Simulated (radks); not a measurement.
Task: The chlorine ion Cl6+, [Ne] 3s1. Method: non-relativistic Kohn-Sham, exchange-only B88, spin-polarised, spherical densities, point nucleus; computed with a radial shooting solver on a logarithmic mesh with Libxc functionals. Every spin shell is full or empty, so the densities are truly spherical. Functionals are evaluated on that one density, not self-consistently. Rank these exchange functionals by their error against the exact value of the orbitals, and give that value: LDA, revPBE, G96, EV93, APBE, TPSS, Tao-Mo, TASK.

Result: Exact: -24.9296 hartree. From best to worst, with 100 (|E| - |E exact|)/|E exact| (equal figures are ties): G96 +0.06, TPSS +0.17, revPBE -0.18, Tao-Mo -0.20, APBE +0.49, EV93 +1.28, TASK -2.76, LDA -8.28.
